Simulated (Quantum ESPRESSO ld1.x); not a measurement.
Question: The mean radii <r> (bohr) of the occupied orbitals of an atom or ion are listed with their occupations. All-electron calculation, Dirac Kohn-Sham, PBE, spin-unpolarised, spherical densities, point nucleus. Program: ld1.x of Quantum ESPRESSO 7.5.

| orbital | occ. | <r> |
|---|---|---|
| 1s1/2 | 2 | 0.01604 |
| 2s1/2 | 2 | 0.06674 |
| 2p1/2 | 2 | 0.05473 |
| 2p3/2 | 4 | 0.06360 |
| 3s1/2 | 2 | 0.1705 |
| 3p1/2 | 2 | 0.1608 |
| 3p3/2 | 4 | 0.1758 |
| 3d3/2 | 4 | 0.1521 |
| 3d5/2 | 6 | 0.1566 |
| 4s1/2 | 1 | 0.3361 |

Name the element and its charge. Open shells, if any, fill j = l - 1/2 first.

Answer: Z = 82, lead, charge +53: Pb53+ in [Ar] 3d10 4s1. The 1s radius gives Z: for a bare nucleus <r> = (2 gamma + 1)/(2Z) with gamma = sqrt(1 - (Z/c)^2), 0.01587 bohr for Z = 82, and screening makes it slightly larger (0.01604 here). The occupations add up to 29, and the charge is Z minus that.
